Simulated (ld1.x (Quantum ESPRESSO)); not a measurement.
Building the PAW potential for nitrogen (PBEsol, scalar-relativistic).

The input file (ld1.x (Quantum ESPRESSO) 7.5):

```
&input
   title='N', zed=7., rel=1, dft='PBESOL', iswitch=3,
   config='[He] 2s2 2p1.5 3d-2',
   nld=3, rlderiv=1.85, eminld=-5.0, emaxld=5.0, deld=0.02
 /
 &inputp
   pseudotype=3, lpaw=.true., tm=.true., lloc=-1, rcloc=1.45,
   nlcc=.true., rcore=1.10,
   which_augfun='BESSEL', rmatch_augfun=1.25,
   file_pseudopw='N.UPF', file_wfcaegen='ae.wfc', file_wfcncgen='nc.wfc', file_beta='beta', file_chi='chi', file_wfcusgen='us.wfc'
 /
6
2S  1  0   2.00   0.00  1.15  1.25  0.0
2S  1  0   0.00  -1.70  1.15  1.25  0.0
2P  2  1   1.50   0.00  1.35  1.70  0.0
2P  2  1   0.00  -1.45  1.35  1.70  0.0
3D  3  2  -2.00   0.40  1.15  1.25  0.0
3D  3  2  -2.00   2.05  1.15  1.25  0.0
 &test
   configts(1)='2s2 2p1.5'
 /
```

Command:

```bash
ld1.x < N.in > N.out
```

Output (shortened: banner, matrices, multipoles, cross overlaps and the repeated all-electron block are left out):

```
Program LD1 v.7.5
     --------------------------- All-electron run ----------------------------

     N
     scalar relativistic calculation

     atomic number is  7.00
     dft =PBESOL   lsd =0 sic =0 latt =0  beta=0.20 tr2=1.0E-14
     Exchange-correlation= PBESOL
                           (   1   4  10   8   0   0   0)
     mesh =1085 r(mesh) =  99.89202 a.u. xmin = -7.00 dx = 0.01250
     1 Ry =  13.60569312 eV, c = 137.03599908

     n l     nl                  e(Ry)          e(Ha)          e(eV)
     1 0     1S 1( 2.00)       -30.1690       -15.0845      -410.4698
     2 0     2S 1( 2.00)        -2.9637        -1.4819       -40.3233
     2 1     2P 1( 1.50)        -2.1033        -1.0516       -28.6165

     final scf error:  3.2E-16 reached in  21 iterations

     Etot =    -106.587921 Ry,     -53.293961 Ha,   -1450.202550 eV

     Ekin =     106.398605 Ry,      53.199302 Ha,    1447.626765 eV
     Encl =    -242.060471 Ry,    -121.030235 Ha,   -3293.400483 eV
     Eh   =      40.555049 Ry,      20.277524 Ha,     551.779547 eV
     Exc  =     -11.481104 Ry,      -5.740552 Ha,    -156.208378 eV

     normalization and overlap integrals

     s(1S/1S) =  1.000000  <r> =   0.2300  <r2> =    0.0716  r(max) =   0.1483
     s(2S/2S) =  1.000000  <r> =   1.2094  <r2> =    1.7397  r(max) =   0.9793
     s(2P/2P) =  1.000000  <r> =   1.2021  <r2> =    1.8062  r(max) =   0.8861

     ------------------------ End of All-electron run ------------------------

     --------------------- Generating PAW atomic setup --------------------

      Generating local potential from pseudized AE potential:
      Matching radius rcloc =   1.4500

      Local pseudo, rcloc= 1.461 Estimated cut-off energy=    10.81 Ry

      Computing core charge for nlcc:

       r > 1.11 : true rho core
       r < 1.11 : rho core = a sin(br)/r    a=   0.01  b=   2.61

      Integrated core pseudo-charge :   0.00
      Wfc-us  2S rcutus= 1.257  Estimated cut-off energy=    29.86 Ry
      Wfc-us  2S rcutus= 1.257  Estimated cut-off energy=    33.46 Ry
      Wfc-us  2P rcutus= 1.697  Estimated cut-off energy=    27.90 Ry
      Wfc-us  2P rcutus= 1.697  Estimated cut-off energy=    33.66 Ry
      Wfc-us  3D rcutus= 1.257  Estimated cut-off energy=    66.18 Ry
      Wfc-us  3D rcutus= 1.257  Estimated cut-off energy=    68.11 Ry

     Required augmentation: BESSEL   radius:    1.250000
     Suggested rho cutoff for augmentation:  62.79 Ry

     Estimated PAW energy =  -25.277178 Ryd

     ------------------- End of pseudopotential generation -------------------

     Computing logarithmic derivative in   1.84109
     Computing logarithmic derivative in   1.84109
     Computing the partial wave expansion
     R is outside the sphere for l=    0 j= 0.00
     R is outside the sphere for l=    0 j= 0.00
     R is outside the sphere for l=    1 j= 0.00
     R is outside the sphere for l=    1 j= 0.00
     R is outside the sphere for l=    2 j= 0.00
     R is outside the sphere for l=    2 j= 0.00

     ---------------------- Testing the pseudopotential ----------------------

     N
     scalar relativistic calculation

     atomic number is  7.00   valence charge is  5.00
     dft = SLA  PW   PSX  PSC   lsd =0 sic =0 latt =0  beta=0.20 tr2=1.0E-14
     mesh =1085 r(mesh) =  99.89202 xmin = -7.00 dx = 0.01250

     n l     nl             e AE (Ry)        e PS (Ry)    De AE-PS (Ry)
     1 0     2S   1( 2.00)       -2.96371       -2.96372        0.00001
     2 1     2P   1( 1.50)       -2.10327       -2.10328        0.00000

     eps = 5.1E-15  iter =  3

     Etot =    -106.587921 Ry,     -53.293961 Ha,   -1450.202550 eV
     Etotps =   -25.277192 Ry,     -12.638596 Ha,    -343.913717 eV

     Ekin =      18.502113 Ry,       9.251057 Ha,     251.734075 eV
     Encl =     -41.534792 Ry,     -20.767396 Ha,    -565.109637 eV
     Ehrt =       9.236588 Ry,       4.618294 Ha,     125.670179 eV
     Ecxc =     -11.481101 Ry,      -5.740550 Ha,    -156.208334 eV
     (Ecc =      -0.000854 Ry,      -0.000427 Ha,      -0.011620 eV)

     ---------------------- End of pseudopotential test ----------------------
```

Generation and configuration tests took about 1.7 s on one core of a shared server CPU.
